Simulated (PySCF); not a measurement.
Working out the ionisation energy of V(2+)

V(2+) [Ar] 3d3 (4F) → V(3+) [Ar] 3d2 (3F). Computed with PySCF 2.14 in aug-cc-pVDZ (7s6p4d2f, 59 functions), with no relativity, point nucleus. Frozen: [Ar]. Energies in hartree (1 hartree = 27.21139 eV):

| part | V(2+) (lower) | V(3+) (upper) |
| --- | --- | --- |
| UHF | -942.183686 | -941.130346 |
| MP2 opposite-spin | 0.000000 | 0.000000 |
| MP2 same-spin | -0.012772 | -0.002265 |

**Question.** What does Hartree-Fock give?

**Answer.** (-941.130346) − (-942.183686) = 1.053340 hartree = 28.663 eV.

**Question.** What do MP2 and SCS-MP2 (6/5 opposite-spin, 1/3 same-spin) give?

**Answer.** The opposite-spin parts differ by 0.000 eV and the same-spin parts by 0.286 eV. MP2: 28.663 + (0.000) + (0.286) = 28.949 eV. SCS-MP2: 28.663 + 1.2 × (0.000) + (0.286)/3 = 28.758 eV.

Reference: 29.311 eV (measured; NIST Atomic Spectra Database, ionization energies), between the lowest levels; spin-orbit coupling is absent from the calculation.

The calculation is non-relativistic.

A double-zeta basis recovers only part of the correlation energy.

What remains against the reference includes basis incompleteness, the frozen core and correlation beyond second order.
